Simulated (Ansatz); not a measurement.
Start from `N#CCC(F)(F)F` and change one atom or group to get `F[C](F)(F)[SnH3]`.

Ansatz, PBE0-D4/def2-TZVP geometries, multiplicity 1. 

Elements past krypton have def2 core potentials.

| property | `N#CCC(F)(F)F` |
| --- | --- |
| HOMO energy (B3LYP/def2-TZVPP) / eV | -9.84 |
| LUMO energy (PBE/def2-TZVPP) / eV | -1.04 |
| LUMO energy (PBE0/def2-TZVPP) / eV | 0.02 |
| HOMO energy (PBE/def2-TZVPP) / eV | -8.67 |
| LUMO energy (ωB97M-V/def2-TZVPP) / eV | 1.96 |
| LUMO energy (B3LYP/def2-TZVPP) / eV | -0.28 |

**Question.** Give the same properties after the change, and the shifts. (Estimate.)

**Answer.** The calculation gave: 
```csv
property,`F[C](F)(F)[SnH3]`,shift
HOMO energy (B3LYP/def2-TZVPP) / eV,-8.66,1.18
LUMO energy (PBE/def2-TZVPP) / eV,-1.01,0.03
LUMO energy (PBE0/def2-TZVPP) / eV,-0.29,-0.31
HOMO energy (PBE/def2-TZVPP) / eV,-7.43,1.24
LUMO energy (ωB97M-V/def2-TZVPP) / eV,1.11,-0.85
LUMO energy (B3LYP/def2-TZVPP) / eV,-0.56,-0.28
```

With PBE0 the HOMO rises by 1.24 eV and the LUMO falls by 0.31 eV, so the gap narrows by about 1.55 eV. PBE moves the HOMO by 1.24 eV and ωB97M-V by 1.36 eV. The zero-point energy changes by -47.2 kJ/mol with -3 modes.

B3LYP here is the variant with VWN-RPA as its local correlation; programs differ in this.
